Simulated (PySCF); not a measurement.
**InSi at UHF**

Computed with UHF; PySCF, scalar-relativistic core potentials, basis sets In def2-SVPD with ECP28, Si def2-SVPD.

```
state                                            : ⁴Σ⁻ (quartet), unpaired electrons σ ↑, π ↑↑
bond length                                      : 0.2711 nm
harmonic wavenumber                              : 237 cm⁻¹
force constant                                   : 0.747 mdyn/Å
rotational constant Be                           : 0.1020 cm⁻¹
anharmonicity ωexe                               : 0.865 cm⁻¹
vibration–rotation constant αe                   : 0.000532 cm⁻¹
well depth De to In + Si                         : 33.2 kcal/mol
dissociation energy D0                           : 32.9 kcal/mol
bond order (Mayer)                               : 1.08
dipole moment (positive dipole means In(−)Si(+)) : -2.79 D
```

Spin–orbit coupling is left out, which matters for elements this heavy, above all for dissociation energies. Hartree–Fock leaves out correlation, which carries a large part of most bond energies and some tenths to 1 eV of ionisation energies. The state is the lowest determinant that a PBE0 search found; another state may lie lower at other levels.
